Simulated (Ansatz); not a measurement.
Job for Ansatz (a program for electronic structure): R-r2SCAN/def2-TZVPP on GeH2 (SMILES [GeH2]), atoms moved off the minimum.

Ansatz 0.2 input:
```yaml
crystal:
  periodic: [false, false, false]
  atoms:
    - {symbol: Ge, position_ang: [-0.06733252, -0.02451419, 0.07379920]}
    - {symbol: H, position_ang: [-0.10549965, -1.07945152, -1.07393211]}
    - {symbol: H, position_ang: [-0.11677292, 1.12854129, -0.99231154]}
basis:
  gaussian:
    orbitals: def2-TZVPP
hamiltonian:
  xc: {name: r2SCAN}
scf: {lower_state_search: off}
output: {forces: true}
```

### Question
Give the final energy of this run.

### Answer
-2078.1261 hartree.
